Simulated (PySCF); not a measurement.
Computed data (PySCF): σ from GIAO-PBE0/pcSseg-1, geometry from GFN2-xTB. One averaged value for each set of equivalent atoms, no relativistic terms, a single conformation, gas phase.

δ = σ(ref) − σ, references computed at the same level: TMS for ¹H (σ = 31.72 ppm), ¹³C (σ = 186.93 ppm). Shifts are as computed. Against solution values, carbons near 30 ppm lie about +3 ppm off and those near 130 ppm about +5 ppm; carbons on Cl a further +6 ppm. Of 1211 compounds with measured shifts, 218 miss one by over three times the rms of a fit or turn the order of signals round; such compounds aren't used in these exercises. Carbons bonded to Cl come out too deshielded. OH and NH positions are gas-phase values without hydrogen bonding to other molecules.

(1) Order these molecules by the shift of their most deshielded carbon-bound hydrogen, lowest δ first.
A. C=C/C=P/P(C)C
B. C=C(C)[P@H](C)=O
C. Clc1cnn[nH]1
D. CO[C@]1(C(=O)Cl)CC1(C)C

(2) Order these molecules by the shift of their most shielded carbon, lowest δ first.
A. C=C/C=P/P(C)C
B. C#CCn1nncc1C
C. Clc1cnn[nH]1

(3) How many ¹³C and ¹H signals does each give (equivalence by symmetry and fast rotation, but not about amide C–N or C=N bonds)? `C#CCn1nncc1C`, `C=C(C)[P@H](C)=O`, `Clc1cnn[nH]1`, `CO[C@]1(C(=O)Cl)CC1(C)C`, `C=C/C=P/P(C)C`

Answers

(1) D (3.51 ppm, hydrogen on a methyl carbon bonded to O), B (6.55 ppm, hydrogen on a terminal =CH2 carbon), C (7.64 ppm, hydrogen on an aromatic CH next to a ring nitrogen), A (9.75 ppm, hydrogen on a carbon double-bonded to a heavier main-group atom).

(2) B (11.1 ppm, methyl carbon on an aromatic ring), A (17.6 ppm, methyl carbon bonded to P), C (133.6 ppm, aromatic CH next to a ring nitrogen).

(3) C#CCn1nncc1C: 6 C, 4 H; C=C(C)[P@H](C)=O: 4 C, 5 H; Clc1cnn[nH]1: 2 C, 2 H; CO[C@]1(C(=O)Cl)CC1(C)C: 7 C, 5 H; C=C/C=P/P(C)C: 4 C, 5 H.
